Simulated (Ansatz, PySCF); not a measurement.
Breaking a bond: GaH, singlet.

UKS-B3LYP/6-31G* = unrestricted B3LYP/6-31G*, spherical d run with PySCF; FCI = Ansatz (a first-principles code) with full CI/aug-cc-pVDZ, cores with 3d frozen.

Energies relative to the lowest point of each curve near equilibrium, in eV:

```csv
R / Å,UKS-B3LYP/6-31G*
1.35,0.911
1.44,0.438
1.62,0.032
1.74,0.003
1.79,0.027
2.26,0.719
3.00,2.024
3.65,2.565
4.17,2.759
4.54,2.835
4.93,2.882
5.92,2.917
```

Estimate the FCI values at these points.

1.35: 0.897; 1.44: 0.423; 1.62: 0.027; 1.74: 0.007; 1.79: 0.034; 2.26: 0.713; 3.00: 1.885; 3.65: 2.493; 4.17: 2.713; 4.54: 2.783; 4.93: 2.817; 5.92: 2.841 (eV).

The unrestricted determinant behind UKS-B3LYP/6-31G* is spin-contaminated at 3.00 to 6.65 Å (<S²> up to 1.0, against 0.00 for a pure singlet).
